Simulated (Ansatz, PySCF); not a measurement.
Gas-phase reaction (SMILES): [O]=[Ta](=[O])[Cl] + F (HF) -> [O]=[Ta](=[O])[F] + Cl (HCl); hydrogen fluoride cleaves one Ta-Cl bond, a model of a ligand-exchange step.

Each molecule is optimised on its own at B3LYP-D3(BJ)/def2-TZVP (Ansatz, an electronic-structure program). Cores are frozen in the correlated levels unless marked. Spin-orbit coupling is left out. The frozen core is the preceding noble-gas configuration, with the filled d and f shells of earlier blocks. Past Kr the def2 sets carry scalar-relativistic core potentials. CBS marks a two-point X^-3 extrapolation of the correlation energy; Hartree-Fock from the larger set. [CCSD(T)-MP2]/basis is that difference in the basis named. High T1 diagnostic, so coupled cluster is less sure: [O]=[Ta](=[O])[Cl], [O]=[Ta](=[O])[F]. Thermal terms are rigid-rotor harmonic-oscillator values from B3LYP-D3(BJ) frequencies (Ansatz or PySCF) at 298.15 K and 1 atm. 1 Eh = 627.5095 kcal/mol.

```csv
species,"E, RI-MP2/CBS(def2-TZVPPD,def2-QZVPPD)+[CCSD(T)-MP2]/def2-TZVPPD (Ansatz) (Eh)","E, PBE-D3(BJ)/def2-TZVPD (Ansatz + dftd3) (Eh)",H - E (Eh),G - E (Eh)
[O]=[Ta](=[O])[Cl],-666.82603,-667.60416,0.01257,-0.02385
F (HF),-100.39405,-100.39533,0.01259,-0.00713
[O]=[Ta](=[O])[F],-306.83809,-307.37005,0.01302,-0.02197
Cl (HCl),-460.37863,-460.62865,0.01000,-0.01120
```

### Question
Work out ΔE and ΔH, ΔG, ΔS and the equilibrium constant at 298.15 K at the first level, then ΔH at the second.

### Answer

1. ΔE = [(-306.83809) + (-460.37863)] - [(-666.82603) + (-100.39405)] = 0.00336 Eh = 2.1 kcal/mol at RI-MP2/CBS(def2-TZVPPD,def2-QZVPPD)+[CCSD(T)-MP2]/def2-TZVPPD.
2. The terms H - E add up to -0.00214 Eh, so ΔH = (0.00336 + (-0.00214))×627.5095 = 0.8 kcal/mol.
3. The terms G - E add up to -0.00219 Eh, so ΔG = 0.7 kcal/mol, and ΔS = (-0.00214 - (-0.00219))×627509.5/298.15 = 0.1 cal/(mol K).
4. log10 K = -ΔG/(RT ln 10) = -0.5, with RT ln 10 = 1.3642 kcal/mol.
5. At PBE-D3(BJ)/def2-TZVPD the same steps give ΔE = 0.5 and ΔH = -0.8 kcal/mol, a shift of -1.6 from the first level.
6. With ΔG under 1 kcal/mol in size, these levels don't settle on which side the equilibrium lies.
7. These values are not checked against measurement here, since the tables used lack a sound gas-phase enthalpy of formation for at least one species.
